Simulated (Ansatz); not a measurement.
Basis-set extrapolation for AlB2H5O, SMILES `BB[O][AlH2]` (PBE0-D4/def2-TZVP geometry, frozen core, Ansatz). Multiplicity 1, RHF reference.

```csv
,def2-TZVPP,def2-QZVPP
HF,-369.168678,-369.182556
MP2 correlation,-0.507163,-0.544934
CCSD(T) correlation,-0.567917,not run
```

Energies in hartree. Use E(X) = E(∞) + A·exp(−7.88·√X) for Hartree–Fock and E(X) = E(∞) + B·X^(−2.97) for correlation, with X = 3 and 4, and add CCSD(T) minus MP2 of the smaller set to the MP2 limit.

Question: What is the CCSD(T) energy at the basis-set limit?

Answer: HF limit: -369.182556 + (-0.013878) × 0.13774 = -369.18447. MP2 limit: -0.544934 + (-0.037771) × 0.74074 = -0.57291. Higher-order term: -0.567917 − (-0.507163) = -0.06075. Total: -369.81813 hartree, 51.2 kcal/mol below CCSD(T)/def2-TZVPP.
